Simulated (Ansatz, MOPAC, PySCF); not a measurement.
Dissociation curve of AsH (cation, charge +1), lowest doublet found (which spin is the ground state isn't settled by this scan).

Computed with: UMP2/6-31G* = PySCF with unrestricted MP2 (frozen core)/6-31G*, spherical d; UHF/3-21G = unrestricted Hartree-Fock/3-21G (PySCF 2.14.0); PM3, unrestricted, heats of formation (MOPAC); FCI = Ansatz (a quantum-chemistry and plane-wave program) with full CI/aug-cc-pVTZ, cores with 3d frozen.

Energies relative to the lowest point of each curve between 1.24 and 1.90 Å, where full CI is lowest, in kJ/mol; the last columns give the difference from FCI:

```
R / Å  UMP2/6-31G*  UHF/3-21G    PM3    FCI  UMP2/6-31G* − FCI  UHF/3-21G − FCI  PM3 − FCI
-----  -----------  ---------  -----  -----  -----------------  ---------------  ---------
1.08         400.6      361.2  163.4  387.6               13.0            -26.4     -224.2
1.17         218.2      192.4   93.0  210.1                8.1            -17.6     -117.1
1.24         125.7      108.5   55.6  120.8                4.9            -12.3      -65.2
1.32          58.0       48.3   26.2   55.8                2.1             -7.5      -29.6
1.36          35.8       29.1   15.8   34.6                1.2             -5.6      -18.8
1.42          13.8       10.5    5.1   13.6                0.2             -3.1       -8.5
1.46           5.4        3.7    1.0    5.4               -0.1             -1.8       -4.4
1.53           0.0        0.0    0.0    0.0                0.0              0.0        0.0
1.57           1.2        1.6    2.8    0.9                0.3              0.7        1.9
1.62           6.2        6.6    9.6    5.2                1.0              1.4        4.4
1.71          22.4       21.8   30.1   19.7                2.7              2.1       10.4
1.79          42.2       39.6   54.9   37.4                4.9              2.3       17.5
1.90          76.4       66.4   94.2   65.8               10.6              0.6       28.4
2.04         130.1       95.0  145.0  104.3               25.7             -9.4       40.7
2.17         166.7          —  184.9  139.2               27.5                —       45.7
2.38         199.9          —  232.9  188.7               11.2                —       44.2
2.64         218.5          —  274.7  234.3              -15.8                —       40.3
2.97         228.8          —  306.5  268.9              -40.1                —       37.6
3.33         232.2          —  322.1  285.5              -53.3                —       36.6
3.73         234.7          —  328.0  292.7              -58.1                —       35.3
```

UMP2/6-31G* is furthest from FCI at 3.73 (-58.1 kJ/mol, below); its mean absolute difference over the points is 14.0 kJ/mol.

UHF/3-21G is furthest from FCI at 1.08 (-26.4 kJ/mol, below); its mean absolute difference over the points is 6.5 kJ/mol.

PM3 is furthest from FCI at 1.08 (-224.2 kJ/mol, below); its mean absolute difference over the points is 40.5 kJ/mol.

Dashes: no converged value, or the column stops at the first point that the program doubted or that broke a chosen test of continuity, which isn't proof of a fault.

The scan ran from 1.08 to 5.05 Å; beyond the distances shown full CI changes its symmetry label. The unrestricted determinant behind UMP2/6-31G* is spin-contaminated at 2.04 to 3.73 Å (<S²> up to 1.8, against 0.75 for a pure doublet). The unrestricted determinant behind UHF/3-21G is spin-contaminated at 1.90 to 3.73 Å (<S²> up to 1.8, against 0.75 for a pure doublet).
